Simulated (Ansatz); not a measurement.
Q: Name a neutral molecule of C, Hf, N, O and H with HOMO–LUMO gap (PBE0/def2-TZVPP) between 7.95 and 8.25 eV and HOMO energy (PBE/def2-TZVPP) between -6.95 and -6.65 eV (Ansatz, PBE0-D4/def2-TZVP geometry).

A: `O=C=[N][Hf]([OH])([OH])[OH]` (7.97 eV, -6.76 eV). Other molecules can fit too; these were computed, each in one conformer that needn't be the lowest.
